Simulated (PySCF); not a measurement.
Species: C8H13B.
SMILES with atom numbers: `[CH3:1][B:2]([CH3:3])[C@@H:4]1[CH:5]=[CH:6][C@@H:7]2[CH2:8][C@H:9]12` (hydrogens: H10, H11, H12 on C1; H13, H14, H15 on C3; H16 on C4; H17 on C5; H18 on C6; H19 on C7; H20, H21 on C8; H22 on C9)

The calculation used PySCF, PBE0-D3(BJ)/def2-SVP geometry optimisation, gas phase.

(1) What internal coordinates does the optimisation give?

Results:

(1) 
```tsv
bond	length (Å)
C1–B2, B2–C3	1.572
B2–C4	1.586
C4–C5	1.504
C5=C6	1.341
C6–C7	1.487
C7–C8	1.507
C8–C9	1.504
C4–C9	1.538
C7–C9	1.517
C1–H10 and 5 like bonds	1.103
C4–H16	1.108
C5–H17	1.093
C6–H18	1.093
C7–H19	1.094
C8–H20	1.094
C8–H21	1.093
C9–H22	1.093
```

Bonds in one row agree within 0.01 Å and their mean is given. A selection of angles:
```tsv
angle	degrees
C1–B2–C3	120.1
C1–B2–C4	120.7
C3–B2–C4	119.2
B2–C4–C5	119.3
B2–C4–C9	106.6
C5–C4–C9	102.8
C4–C5–C6	112.8
C5–C6–C7	111.5
C6–C7–C8	115.2
C6–C7–C9	104.9
C8–C7–C9	59.6
C7–C8–C9	60.5
C4–C9–C8	119.4
C4–C9–C7	107.9
C7–C9–C8	59.9
```

Torsions: C1–B2–C4–C5 10° (synperiplanar); B2–C4–C5–C6 -122° (anticlinal); C4–C5–C6–C7 3° (synperiplanar); C5–C6–C7–C8 64° (synclinal); C6–C7–C8–C9 -93° (anticlinal); C7–C8–C9–C4 95° (anticlinal); B2–C4–C9–C8 66° (synclinal); C6–C7–C9–C8 111° (anticlinal).

The 7 C–C bonds span 1.341 Å (C5=C6, drawn double) to 1.538 Å (C4–C9, drawn single), a spread of 0.197 Å. The 5-membered ring C4–C5–C6–C7–C9 has internal angles of 102.8° to 112.8°; it is almost planar, 0.02 Å rms from its mean plane, widest ring torsion 5°. Of the pairs four or more bonds apart, C5···H11 is among the closest relative to their van der Waals radii: 2.85 Å, 98 % of the sum of Bondi's values. B2 (three-coordinate boron) is planar (angles 120.7°, 120.1° and 119.2°, sum 360.0°, 0.01 Å off the plane of its three neighbours). The 3-membered ring C7–C8–C9 has internal angles of 59.6° to 60.5°.

Point group: C1 (no symmetry element, even within 0.4 Å). No frequency check. The numbers are those of one conformer.
